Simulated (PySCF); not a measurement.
A structure optimised at ωB97X-D3(BJ)/def2-SVP, used in a PySCF frequency run:

```
S
Si 1 2.1188
F 2 1.6297 1 108.62
H 2 1.4818 3 109.48 1 -117.64
H 2 1.4829 4 112.42 3 118.03
Si 1 2.1535 2 96.21 4 166.58
H 6 1.4853 1 110.97 2 -85.22
H 6 1.4862 7 109.99 1 117.88
H 6 1.4893 7 109.84 8 121.65
```
Charge 0, spin multiplicity 1.

Question: Write its SMILES and formula.

Answer: F[SiH2]S[SiH3], FH5SSi2

Question: What are its rotational constants (standard atomic weights)?

Answer: 5.0366, 2.3055, 1.7418 GHz
